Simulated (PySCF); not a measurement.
Species: C₂H₂BI.
SMILES: `B(C#C)I`

Level of theory: PySCF 2.14.0, PBE0-D3(BJ)/def2-SVP geometry optimisation, gas phase, def2 core potentials past Kr.

Take the most abundant isotopes and a rigid rotor. 

Q: What are A, B and C (MHz)?

A: Ia = 18.96, Ib = 315.93, Ic = 334.88 u·Å²; 505379 MHz·u·Å²/I gives A = 26662, B = 1600, C = 1509 MHz.

Q: Classify the top.

A: A near-prolate asymmetric top. Ray's parameter κ = (2B − A − C)/(A − C) = -0.993; −1 is the prolate and +1 the oblate limit.

Q: Is it planar, by Δ = Ic − Ia − Ib?

A: Planar: Δ = Ic − Ia − Ib = 0.00 u·Å². For a rigid frame Δ = −2 Σ m c², so it vanishes when all atoms lie in the ab plane; here none is more than 0.01 Å from it.

Q: Where do the levels up to J = 5 lie, in MHz?

A: Above 0(0,0):
J = 1: 1(0,1) 3109, 1(1,1) 28171, 1(1,0) 28262
J = 2: 2(0,2) 9326, 2(1,2) 34298, 2(1,1) 34570, 2(2,1) 109757, 2(2,0) 109757
J = 3: 3(0,3) 18652, 3(1,3) 43489, 3(1,2) 44032, 3(2,2) 119083, 3(2,1) 119084, 3(3,1) 244621, 3(3,0) 244621
J = 4: 4(0,4) 31084, 4(1,4) 55742, 4(1,3) 56648, 4(2,3) 131518, 4(2,2) 131522, 4(3,2) 257056, 4(3,1) 257056, 4(4,1) 432809, 4(4,0) 432809
J = 5: 5(0,5) 46623, 5(1,5) 71059, 5(1,4) 72417, 5(2,4) 147061, 5(2,3) 147070, 5(3,3) 272601, 5(3,2) 272601, 5(4,2) 448353, 5(4,1) 448353, 5(5,1) 674320, 5(5,0) 674320

Q: Which lines would a microwave search look for?

A: The dipole components are |μa| = 1.41 D, |μb| = 0.44 D, |μc| = 0.00 D; the mirror of this Cs structure is the ab plane, so μc vanishes by symmetry and there are no c-type lines. Intensities carry the squares of the components, which stand as 1.00 : 0.10 (a : b). Some of the stronger lines:

```csv
type,branch,"J(Ka,Kc)",MHz,lower level (cm⁻¹)
a,R,"1(0,1) ← 0(0,0)",3109,0.000
a,R,"2(1,2) ← 1(1,1)",6127,0.940
a,R,"2(0,2) ← 1(0,1)",6217,0.104
a,R,"2(1,1) ← 1(1,0)",6308,0.943
b,Q,"1(1,0) ← 1(0,1)",25153,0.104
b,Q,"2(1,1) ← 2(0,2)",25244,0.311
b,R,"1(1,1) ← 0(0,0)",28171,0.000
b,R,"2(1,2) ← 1(0,1)",31189,0.104
b,Q,"2(2,0) ← 2(1,1)",75187,1.153
b,Q,"2(2,1) ← 2(1,2)",75458,1.144
b,R,"2(2,1) ← 1(1,0)",81495,0.943
b,R,"2(2,0) ← 1(1,1)",81586,0.940
```

Whether it is a minimum is left open (no frequencies). These are rigid-rotor constants of the computed structure; measured ground-state constants (B0) also hold zero-point vibration. Quadrupole hyperfine structure (11B, 127I) is left out.
